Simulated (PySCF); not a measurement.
**Vibration and rotation of AsO**

UHF-CCSD(T) constants of AsO, ²Π (doublet), unpaired electrons π ↑ (basis As def2-TZVPP, O def2-TZVPP; no relativity; PySCF 2.14; masses 74.9216 and 15.9949 u):

| Quantity | Value |
| --- | --- |
| ωe | 965.9 cm⁻¹ |
| ωexe | 4.7 cm⁻¹ |
| Be | 0.47938 cm⁻¹ |
| αe | 0.00316 cm⁻¹ |
| De to As + O | 4.61 eV |

What force constant and bond length do these constants imply?

Reduced mass μred = 13.181 u; k = 5.8918×10⁻⁷·μred·ωe² (u, cm⁻¹, mdyn/Å) = 7.25 mdyn/Å; Re = √(16.8576/(μred·Be)) (u, cm⁻¹, Å) = 1.633 Å.

Estimate the centrifugal constant D from the Kratzer relation and find the Dunham coefficient a1.

D = 4Be³/ωe² = 4.72e-07 cm⁻¹; a1 = −1 − αeωe/(6Be²) = -3.21.

Correlated steps freeze 10 core orbitals. Spin–orbit coupling is left out. The state was picked by a PBE0 search and need not be the measured ground state.
